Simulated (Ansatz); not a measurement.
`[CH2]I` radical from Hartree–Fock to CCSD(T)

Z-matrix (Å, degrees):
```
C
I 1 2.029
H 1 1.079 2 118.4
H 1 1.079 2 118.4 3 -180.0
```

Charge 0, multiplicity 2. Correlated methods include outer-core shells of I, which these sets cover unevenly. I takes the def2 core potential. All single points use the PBE0-D4/def2-TZVP geometry. Frozen core, unrestricted reference, the Gaussian-basis code of Ansatz.

```tsv
basis	HF (Eh)	MP2 corr.
def2-SVP	-335.59806	-0.23680
def2-TZVPP	-335.65578	-0.64382
def2-QZVPP	-335.65918	-0.82404
```

(1) Estimate the CCSD correlation energy and the (T) correction in each basis where they were run (hartree).

## Answers

(1) 
```json
{"basis": "def2-SVP", "CCSD corr.": "-0.26230", "(T)": "-0.00668"}
{"basis": "def2-TZVPP", "CCSD corr.": "-0.63251", "(T)": "-0.01644"}
```
